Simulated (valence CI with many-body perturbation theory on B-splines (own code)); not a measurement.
# E1 line list for V X

Level of theory: configuration interaction combined with many-body perturbation theory (CI+MBPT): four valence electrons over a frozen Dirac-Fock core [Ne], a basis of 11 s, 11 p, 9 d, 7 f, 5 g, 2 h, 1 i functions for each j, with the one-electron correlation potential Σ1, the two-electron term Σ2, the three-electron term Σ3, Breit, model QED; selected CI, second order for the rest, scaled by the run's own slope (own B-spline code, finite nucleus).

No measured levels were compared; by estimate levels of excited configurations hold to 0.05 to 0.15 % of their energy, terms of the ground configuration to about 0.5 %.

Lines 101 to 150 of 227 in falling wavelength, among levels below 646750 cm⁻¹, chosen from the strongest by gf and those to the six lowest levels. Wavelengths and rates use the calculated energies, so an error of 100 cm⁻¹ moves a line at 315.7 Å by 0.032 % and its rate by three times that or more. Electric multipoles are in the length gauge, E1 and E2 with the static RPA response of the core. Weak lines are less certain than strong ones. Lines between different terms over intervals too small for the method are left out, as are lines whose strength nearly cancels. The highest levels of a list are the least certain.

Names give the largest LS component (configuration and term), which can be under half, so a name can repeat, a term be missing and a line seem to break the LS rules; names also repeat where a configuration has a term twice. Letters in brackets count levels of one name in rising energy.

```tsv
λ vac (Å)	Upper	Lower	A (s⁻¹)	S (a.u.) with core polarisation	S without
315.7	3s3p²3d ³P_1 [a]	3s3p³ ³P°_2	4.10e+09	1.91e-01	1.99e-01
315.5	3s3p²3d ³P_1 [a]	3s3p³ ³P°_1	9.26e+08	4.31e-02	4.48e-02
315.3	3s3p²3d ³P_1 [a]	3s3p³ ³P°_0	1.93e+09	8.98e-02	9.33e-02
314.0	3s3p²3d ³D_3 [a]	3s3p³ ¹D°_2	6.24e+08	6.67e-02	6.92e-02
313.6	3s3p³ ³S°_1	3s²3p² ³P_2	2.39e+10	1.09e+00	1.13e+00
312.6	3s3p²3d ³P_0 [a]	3s3p³ ³P°_1	8.05e+09	1.21e-01	1.26e-01
309.5	3s²3p3d ³P°_1	3s²3p² ¹S_0	2.51e+07	1.10e-03	1.13e-03
308.5	3s3p³ ³S°_1	3s²3p² ³P_1	1.32e+10	5.73e-01	5.95e-01
307.3	3p⁴ ¹D_2	3s3p³ ⁵S°_2	1.82e+05	1.31e-05	1.35e-05
306.4	3s3p²3d ¹F_3	3s3p³ ¹D°_2	9.79e+09	9.72e-01	1.01e+00
304.6	3s3p³ ³S°_1	3s²3p² ³P_0	4.90e+09	2.05e-01	2.13e-01
303.9	3s²3p3d ³F°_2	3s²3p² ³P_2	3.00e+07	2.08e-03	2.15e-03
301.9	3s²3p3d ³D°_1	3s²3p² ¹S_0	1.11e+07	4.51e-04	4.66e-04
300.9	3s3p³ ¹P°_1	3s²3p² ³P_2	1.09e+09	4.39e-02	4.57e-02
300.8	3s²3p3d ³F°_3	3s²3p² ³P_2	9.06e+07	8.52e-03	8.79e-03
299.2	3s²3p3d ³F°_2	3s²3p² ³P_1	3.56e+07	2.35e-03	2.43e-03
298.5	3s3p²3d ⁵F_1	3s3p³ ⁵S°_2	2.69e+05	1.06e-05	1.09e-05
297.5	3s3p²3d ⁵F_2	3s3p³ ⁵S°_2	1.72e+06	1.12e-04	1.16e-04
296.3	3s3p³ ¹P°_1	3s²3p² ³P_1	2.57e+09	9.91e-02	1.03e-01
296.0	3s3p²3d ⁵F_3	3s3p³ ⁵S°_2	3.20e+06	2.86e-04	2.95e-04
292.6	3s3p³ ¹P°_1	3s²3p² ³P_0	5.07e+08	1.88e-02	1.95e-02
290.7	3s3p²3d ³D_3 [a]	3s3p³ ³P°_2	5.53e+08	4.69e-02	4.88e-02
290.5	3s3p²3d ³D_1 [b]	3s3p³ ¹D°_2	9.08e+08	3.30e-02	3.42e-02
290.4	3s3p²3d ³P_2 [a]	3s3p³ ³D°_3	1.73e+10	1.04e+00	1.08e+00
289.5	3s3p²3d ³P_2 [a]	3s3p³ ³D°_2	6.12e+09	3.67e-01	3.80e-01
289.4	3s3p²3d ³P_2 [a]	3s3p³ ³D°_1	6.12e+08	3.66e-02	3.80e-02
287.8	3s3p²3d ¹P_1	3s3p³ ¹D°_2	2.74e+10	9.67e-01	1.00e+00
287.3	3s3p²3d ³D_3 [b]	3s3p³ ¹D°_2	7.86e+08	6.44e-02	6.67e-02
285.6	3s3p²3d ³P_1 [a]	3s3p³ ³D°_2	1.37e+10	4.72e-01	4.90e-01
285.5	3s3p²3d ³P_1 [a]	3s3p³ ³D°_1	8.19e+09	2.82e-01	2.93e-01
284.1	3s3p²3d ¹F_3	3s3p³ ³P°_2	1.23e+09	9.75e-02	1.01e-01
284.1	3s3p²3d ⁵D_1	3s3p³ ⁵S°_2	5.77e+07	1.96e-03	2.02e-03
283.6	3s3p²3d ⁵D_2	3s3p³ ⁵S°_2	1.49e+08	8.41e-03	8.68e-03
283.2	3s3p²3d ³P_0 [a]	3s3p³ ³D°_1	2.07e+10	2.32e-01	2.40e-01
283.1	3s²3p3d ³P°_2 [a]	3s²3p² ¹D_2	1.52e+10	8.53e-01	8.85e-01
282.9	3s3p²3d ⁵D_3	3s3p³ ⁵S°_2	1.98e+08	1.55e-02	1.60e-02
279.0	3s²3p3d ³P°_1	3s²3p² ¹D_2	3.76e+08	1.21e-02	1.25e-02
278.0	3s²3p3d ³P°_2 [b]	3s²3p² ¹D_2	2.78e+10	1.48e+00	1.53e+00
275.5	3s3p²3d ³S_1	3s3p³ ¹D°_2	1.11e+09	3.44e-02	3.56e-02
272.9	3s3p²3d ³D_1 [c]	3s3p³ ¹D°_2	8.94e+08	2.69e-02	2.79e-02
272.8	3s²3p3d ³D°_1	3s²3p² ¹D_2	2.61e+08	7.86e-03	8.12e-03
272.1	3s3p²3d ³F_3 [b]	3s3p³ ³P°_2	6.33e+08	4.40e-02	4.56e-02
271.6	3s²3p3d ³D°_2	3s²3p² ¹D_2	1.02e+09	5.04e-02	5.22e-02
271.3	3s²3p3d ³D°_3	3s²3p² ¹D_2	7.66e+08	5.29e-02	5.47e-02
270.3	3s3p²3d ³D_1 [b]	3s3p³ ³P°_1	4.37e+09	1.28e-01	1.32e-01
270.2	3s3p²3d ³D_1 [b]	3s3p³ ³P°_0	9.33e+09	2.72e-01	2.82e-01
270.1	3s3p²3d ³F_2 [a]	3s3p³ ⁵S°_2	1.11e+06	5.39e-05	5.57e-05
269.5	3s3p²3d ³D_2 [b]	3s3p³ ³P°_2	1.69e+09	8.14e-02	8.42e-02
269.3	3s3p²3d ³D_2 [b]	3s3p³ ³P°_1	1.34e+10	6.45e-01	6.67e-01
268.6	3s3p²3d ³F_3 [a]	3s3p³ ⁵S°_2	8.45e+06	5.66e-04	5.84e-04
```
